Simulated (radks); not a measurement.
All-electron atom: Hf39+ in [Ar] 3d10 4s2 4p3.

Method: scalar-relativistic Kohn-Sham, r2SCAN, spin-polarised, spherical densities, finite nucleus; open shells are filled with parallel spins first (spin-orbit coupling, left out, can overturn this in heavy ions); meta-GGA in the generalised Kohn-Sham scheme; Fermi nuclear charge, rms radius 5.347 fm; computed with a radial shooting solver on a logarithmic mesh with Libxc functionals.

Energy parts (hartree):
total: -14134.4190
kinetic: 15570.0323
electron-nucleus: -32509.4180
Hartree: 3045.6492
exchange-correlation: -240.6824

Orbitals (lengths in bohr, moments of r in powers of bohr):
orbital,occ.,eigenvalue (hartree),<r^4>
1s up,1,-2466.956,6.631e-07
1s down,1,-2466.792,6.630e-07
2s up,1,-476.2235,0.0001001
2s down,1,-476.1874,0.0001001
2p up,3,-426.1055,0.00007763
2p down,3,-425.9992,0.00007763
3s up,1,-156.0958,0.003473
3s down,1,-156.0072,0.003461
3p up,3,-140.9885,0.003641
3p down,3,-140.8687,0.003624
3d up,5,-123.5539,0.002729
3d down,5,-123.4270,0.002713
4s up,1,-73.27134,0.05168
4s down,1,-72.52700,0.05187
4p up,3,-67.56376,0.05847
4p down,0,-66.83342,0.05864

The highest occupied level is 4p up at -1838.5 eV. Spin moment in Bohr magnetons: 3. The spin density at the nucleus is -9.55 e/bohr^3 (1s -46.75, 2s 18.03, 3s 30.40, 4s -11.24). For comparison, the ionisation energy in NIST's Atomic Spectra Database is 1827 eV (theoretical). In exact Kohn-Sham theory the highest level is minus the ionisation energy, but local and semilocal functionals leave it too shallow, through self-interaction and a potential that decays too fast; potentials with the right tail come closer. The density falls to 0.001 e/bohr^3 at r = 1.03 bohr. Summed over all electrons, <r^2> = 1.839 bohr^2, which gives a Langevin (diamagnetic) susceptibility term of -1.46 x 10^-6 cm^3/mol.
